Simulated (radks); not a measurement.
The mean radii <r> (bohr) of the occupied orbitals of an atom or ion are listed with their occupations. Method: non-relativistic Kohn-Sham, r2SCAN, spin-unpolarised, spherical densities, point nucleus; meta-GGA in the generalised Kohn-Sham scheme; computed with a radial shooting solver on a logarithmic mesh with Libxc functionals.

| orbital | occ. | <r> |
|---|---|---|
| 1s | 2 | 0.03464 |
| 2s | 2 | 0.1508 |
| 2p | 6 | 0.1292 |
| 3s | 2 | 0.4138 |
| 3p | 6 | 0.4077 |
| 3d | 10 | 0.3836 |
| 4s | 2 | 1.052 |
| 4p | 6 | 1.144 |
| 4d | 7 | 1.669 |
| 5s | 1 | 3.551 |

Name the element and its charge.

Answer. Z = 44, ruthenium, charge 0: Ru in [Kr] 4d7 5s1. The 1s radius gives Z: for a bare nucleus <r> = 1.5/Z, 0.03409 bohr for Z = 44, and screening makes it slightly larger (0.03464 here). The occupations add up to 44, and the charge is Z minus that.
